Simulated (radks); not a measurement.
The numbers below are computed, except where a source is named.
Coulomb parameter of the 5d shell of the mercury ion Hg2+ in the model configuration [Xe] 4f14 5d9 6p1, as a second difference U = [E(n + 0.5) + E(n - 0.5) - 2 E(n)] / (0.5)^2 with all orbitals relaxed. "Bare": the charge of the atom changes with n. "Screened": the 6p shell takes up the change at fixed total charge, which measures U(5d,5d) + U(6p,6p) - 2 U(5d,6p). Code: a radial shooting solver on a logarithmic mesh with Libxc functionals. Model: Dirac Kohn-Sham, PBE, spin-unpolarised, spherical densities, point nucleus; open shells are shared between the two j in proportion to 2j + 1.

case                   configuration  E - E(n) (eV)
start              [Xe] 4f14 5d9 6p1          0.000
bare +0.5        [Xe] 4f14 5d9.5 6p1        -14.935
bare -0.5        [Xe] 4f14 5d8.5 6p1         18.241
screened +0.5  [Xe] 4f14 5d9.5 6p0.5         -7.853
screened -0.5  [Xe] 4f14 5d8.5 6p1.5          8.509

U(bare) = 13.221 eV, U(screened by 6p) = 2.626 eV.
